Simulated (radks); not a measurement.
Values are calculated unless marked as measured or tabulated.
Spherical quantum dot in the effective-mass picture: electrons in a well V = -V0 / (1 + exp((r - R)/a)) with V0 = 47.8, R = 1.57, a = 0.18, with a point charge +1 (a donor) at the centre, all in effective atomic units (hartree* = m*/eps^2 hartree, bohr* = eps/m* bohr), one dielectric constant everywhere. Level of theory: non-relativistic Kohn-Sham, r2SCAN, spin-polarised, spherical densities, generalised Kohn-Sham scheme (a radial shooting solver with Libxc functionals). Levels are named by radial order and angular momentum (1s, 1p, 1d, 2s, ...), and open shells are averaged over m. Results are scaled to m* = 0.175 and eps = 6.9, for which hartree* = 100 meV and bohr* = 2.086 nm.

N = 6, configuration 1s2 1p(up 3, down 1). This is the lowest configuration that the search found. Occupied and some empty levels:

level    occupation  eigenvalue (meV)  <r> (nm)
1s up             1           -4061.3     1.415
1s down           1           -4043.4     1.401
1p up             3           -3774.4     1.768
1p down           1           -3748.6     1.769
1d up             0           -3446.2     1.981
1d down           0           -3417.6     1.985
2s up             0           -3375.2     1.611
2s down           0           -3358.5     1.616
1f up             0           -3069.5     2.143
1f down           0           -3039.1     2.149

Energy (meV): total -25033.5, kinetic 2103.0, external -28674, Hartree 2038.2, exchange-correlation -500.98.
